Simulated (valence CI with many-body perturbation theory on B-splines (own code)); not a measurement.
## E1 line list for Rb4+

Method: relativistic CI+MBPT: five valence electrons over a frozen Dirac-Fock core [Ar] 3d10, a basis of 9 s, 9 p, 8 d, 6 f, 3 g, 1 h functions for each j, with the one-electron correlation potential Σ1 (screened to all orders), the two-electron term Σ2, the three-electron term Σ3, Breit, model QED; selected single and double excitations, second order for the rest, scaled by the run's own slope (own B-spline code, finite nucleus).

Set against measurement, 16 paired levels are off by 134 cm⁻¹ on average, the worst by 237. These come from a selection out of Sansonetti, J. Phys. Chem. Ref. Data 35, 301 (2006). Levels without a partner in it may be off by more. Among the levels kept, up to 1200 cm⁻¹ of a level comes from second order outside the variational space, and about a tenth of that is noise between levels of different J, which matters for small intervals. 2 measured levels below the end of the list, from 268680 cm⁻¹ on, found no clear computed partner, and computed levels of the same name lie up to 4386 cm⁻¹ from them.

Lines 1 to 50 of 161 in falling wavelength, among levels below 35.691 eV, chosen from the strongest by gf and those to the six lowest levels. Wavelengths and rates use the calculated energies, so an error of 100 cm⁻¹ moves a line at 1028 Å by 0.1 % and its rate by three times that or more. Electric multipoles are in the length gauge, E1 and E2 with the static RPA response of the core. Weak lines are less certain than strong ones. Lines between different terms over intervals too small for the method are left out, as are lines whose strength nearly cancels.

Names give the largest LS component (configuration and term), which can be under half, so a name can repeat, a term be missing and a line seem to break the LS rules; names also repeat where a configuration has a term twice. Letters in brackets count levels of one name in rising energy.

| λ vac (Å) | λ from measured levels | Upper | Lower | A (s⁻¹) | log gf | Branch % |
| --- | --- | --- | --- | --- | --- | --- |
| 1028 | 1025 | 4s4p⁴ ⁴P_5/2 | 4s²4p³ ²P°_3/2 | 9.96e+05 | -3.02 | 0.2 |
| 978.7 | 975.2 | 4s4p⁴ ⁴P_3/2 | 4s²4p³ ²P°_3/2 | 3.98e+06 | -2.64 | 0.7 |
| 958.6 | 955.2 | 4s4p⁴ ⁴P_1/2 | 4s²4p³ ²P°_3/2 | 1.21e+06 | -3.48 | 0.2 |
| 946.3 | 942.8 | 4s4p⁴ ⁴P_3/2 | 4s²4p³ ²P°_1/2 | 2.57e+04 | -4.86 | 0.0 |
| 927.4 | 924.1 | 4s4p⁴ ⁴P_1/2 | 4s²4p³ ²P°_1/2 | 4.79e+06 | -2.91 | 0.8 |
| 873.2 | 870.7 | 4s4p⁴ ⁴P_5/2 | 4s²4p³ ²D°_5/2 | 9.54e+06 | -2.18 | 1.8 |
| 855.1 | 852.6 | 4s4p⁴ ⁴P_5/2 | 4s²4p³ ²D°_3/2 | 6.36e+06 | -2.38 | 1.2 |
| 837.2 | 834.9 | 4s4p⁴ ⁴P_3/2 | 4s²4p³ ²D°_5/2 | 2.65e+06 | -2.95 | 0.5 |
| 820.6 | 818.2 | 4s4p⁴ ⁴P_3/2 | 4s²4p³ ²D°_3/2 | 3.45e+05 | -3.86 | 0.1 |
| 806.3 | 804.0 | 4s4p⁴ ⁴P_1/2 | 4s²4p³ ²D°_3/2 | 2.41e+06 | -3.33 | 0.4 |
| 778.4 | 776.7 | 4s4p⁴ ²D_3/2 | 4s²4p³ ²P°_3/2 | 7.15e+06 | -2.59 | 0.6 |
| 771.2 | 769.5 | 4s4p⁴ ²D_5/2 | 4s²4p³ ²P°_3/2 | 1.70e+08 | -1.04 | 16.0 |
| 757.8 | 756.0 | 4s4p⁴ ²D_3/2 | 4s²4p³ ²P°_1/2 | 8.16e+07 | -1.55 | 6.7 |
| 736.9 | 735.7 | 4s4p⁴ ⁴P_5/2 | 4s²4p³ ⁴S°_3/2 | 5.24e+08 | -0.59 | 96.9 |
| 711.1 | 709.9 | 4s4p⁴ ⁴P_3/2 | 4s²4p³ ⁴S°_3/2 | 5.80e+08 | -0.75 | 98.8 |
| 700.4 | 699.3 | 4s4p⁴ ⁴P_1/2 | 4s²4p³ ⁴S°_3/2 | 6.16e+08 | -1.04 | 98.7 |
| 686.2 | 685.0 | 4s4p⁴ ²D_3/2 | 4s²4p³ ²D°_5/2 | 7.18e+06 | -2.69 | 0.6 |
| 680.6 | 679.4 | 4s4p⁴ ²D_5/2 | 4s²4p³ ²D°_5/2 | 8.77e+08 | -0.44 | 82.7 |
| 674.9 | 673.7 | 4s4p⁴ ²D_3/2 | 4s²4p³ ²D°_3/2 | 1.12e+09 | -0.51 | 91.9 |
| 669.5 | 668.3 | 4s4p⁴ ²D_5/2 | 4s²4p³ ²D°_3/2 | 8.83e+06 | -2.45 | 0.8 |
| 660.5 | 659.3 | 4s²4p²4d ²P_3/2 [a] | 4s²4p³ ²P°_3/2 | 1.35e+08 | -1.45 | 4.9 |
| 651.1 | 650.2 | 4s4p⁴ ²P_1/2 | 4s²4p³ ²P°_3/2 | 5.03e+05 | -4.19 | 0.0 |
| 645.6 | 644.3 | 4s²4p²4d ²P_3/2 [a] | 4s²4p³ ²P°_1/2 | 9.06e+07 | -1.65 | 3.3 |
| 636.6 | 635.6 | 4s4p⁴ ²P_1/2 | 4s²4p³ ²P°_1/2 | 8.64e+08 | -0.98 | 26.5 |
| 618.0 | 617.3 | 4s4p⁴ ²S_1/2 | 4s²4p³ ²P°_3/2 | 1.94e+09 | -0.65 | 80.9 |
| 604.9 | 604.1 | 4s4p⁴ ²S_1/2 | 4s²4p³ ²P°_1/2 | 3.30e+08 | -1.44 | 13.8 |
| 603.7 |  | 4s²4p²4d ⁴F_3/2 | 4s²4p³ ²P°_3/2 | 7.02e+05 | -3.81 | 0.5 |
| 599.1 | 598.6 | 4s4p⁴ ²D_3/2 | 4s²4p³ ⁴S°_3/2 | 2.75e+06 | -3.23 | 0.2 |
| 596.9 |  | 4s²4p²4d ⁴F_5/2 | 4s²4p³ ²P°_3/2 | 5.39e+06 | -2.76 | 4.3 |
| 594.8 | 594.3 | 4s4p⁴ ²D_5/2 | 4s²4p³ ⁴S°_3/2 | 4.09e+06 | -2.89 | 0.4 |
| 592.9 | 592.0 | 4s²4p²4d ²P_3/2 [a] | 4s²4p³ ²D°_5/2 | 2.33e+09 | -0.31 | 84.5 |
| 591.2 |  | 4s²4p²4d ⁴F_3/2 | 4s²4p³ ²P°_1/2 | 1.04e+07 | -2.66 | 7.8 |
| 584.5 | 583.6 | 4s²4p²4d ²P_3/2 [a] | 4s²4p³ ²D°_3/2 | 1.88e+08 | -1.42 | 6.8 |
| 577.1 | 576.4 | 4s4p⁴ ²P_1/2 | 4s²4p³ ²D°_3/2 | 2.37e+09 | -0.63 | 72.7 |
| 576.8 |  | 4s²4p²4d ²F_5/2 [a] | 4s²4p³ ²P°_3/2 | 4.87e+05 | -3.84 | 0.3 |
| 570.9 |  | 4s²4p²4d ⁴D_1/2 | 4s²4p³ ²P°_3/2 | 7.31e+07 | -2.15 | 18.3 |
| 569.2 |  | 4s²4p²4d ⁴D_3/2 | 4s²4p³ ²P°_3/2 | 1.13e+07 | -2.66 | 2.2 |
| 559.7 |  | 4s²4p²4d ⁴D_1/2 | 4s²4p³ ²P°_1/2 | 7.39e+06 | -3.16 | 1.8 |
| 558.1 |  | 4s²4p²4d ⁴D_3/2 | 4s²4p³ ²P°_1/2 | 1.67e+06 | -3.51 | 0.3 |
| 551.0 | 550.4 | 4s4p⁴ ²S_1/2 | 4s²4p³ ²D°_3/2 | 1.05e+08 | -2.02 | 4.4 |
| 546.7 |  | 4s²4p²4d ⁴F_3/2 | 4s²4p³ ²D°_5/2 | 3.34e+06 | -3.22 | 2.5 |
| 541.1 |  | 4s²4p²4d ⁴F_5/2 | 4s²4p³ ²D°_5/2 | 2.74e+07 | -2.14 | 21.9 |
| 539.6 |  | 4s²4p²4d ⁴F_3/2 | 4s²4p³ ²D°_3/2 | 9.81e+07 | -1.77 | 73.3 |
| 534.1 |  | 4s²4p²4d ⁴F_5/2 | 4s²4p³ ²D°_3/2 | 3.79e+07 | -2.01 | 30.3 |
| 532.8 |  | 4s²4p²4d ⁴F_7/2 | 4s²4p³ ²D°_5/2 | 3.44e+07 | -1.93 | 100.0 |
| 526.7 | 526.3 | 4s²4p²4d ²P_3/2 [a] | 4s²4p³ ⁴S°_3/2 | 1.46e+07 | -2.62 | 0.5 |
| 524.6 |  | 4s²4p²4d ²F_5/2 [a] | 4s²4p³ ²D°_5/2 | 5.59e+01 | -7.86 | 0.0 |
| 520.7 | 520.5 | 4s4p⁴ ²P_1/2 | 4s²4p³ ⁴S°_3/2 | 2.42e+07 | -2.71 | 0.7 |
| 519.0 |  | 4s²4p²4d ⁴D_7/2 | 4s²4p³ ²D°_5/2 | 1.17e+07 | -2.42 | 100.0 |
| 518.3 |  | 4s²4p²4d ⁴D_3/2 | 4s²4p³ ²D°_5/2 | 2.08e+08 | -1.47 | 39.8 |

Problem. How does gf follow from A for the line at 669.5 Å?

Solution. gf = 1.4992 × (2J+1)_upper × A / σ², with σ = 149367 cm⁻¹ and 2J+1 = 6: gf = 0.00356.
